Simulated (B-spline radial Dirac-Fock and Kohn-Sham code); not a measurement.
Re 3d5/2: cross section and angular parameters

System: the free rhenium atom in the configuration 1s2 2s2 2p6 3s2 3p6 3d10 4s2 4p6 4d10 4f14 5s2 5p6 5d5 6s2; threshold 1883.0 eV (tabulated edge). Calculated with an atomic code on a B-spline grid, using Dirac-Hartree-Slater photoionisation with a Latter tail; cross sections with all multipoles, angular parameters from the dipole term and its interference with E2.

For linearly polarised light dσ/dΩ = σ/(4π) [1 + β P₂(cos θ) + (δ + γ cos²θ) sin θ cos φ], with θ from the polarisation vector and φ the angle between the beam and the projection of the electron momentum on the plane normal to the polarisation.

```csv
hν (eV),σ (kb),β,γ,δ
3740,104,1.197,0.119,0.059
4000,85.0,1.213,0.202,0.067
4110,78.4,1.218,0.236,0.070
4430,62.5,1.226,0.333,0.078
5170,38.9,1.226,0.540,0.096
6000,24.4,1.210,0.744,0.115
7160,13.8,1.175,0.990,0.140
8260,8.56,1.136,1.186,0.164
9251.7,5.83,1.100,1.336,0.186
11200,3.02,1.032,1.579,0.227
12000,?,?,?,?
13400,1.61,0.962,1.801,0.273
15000,1.07,0.917,1.934,0.306
```

Q: Give the values at 12000 eV.

A: σ = 2.37 kb, β = 1.006, γ = 1.665, δ = 0.244.
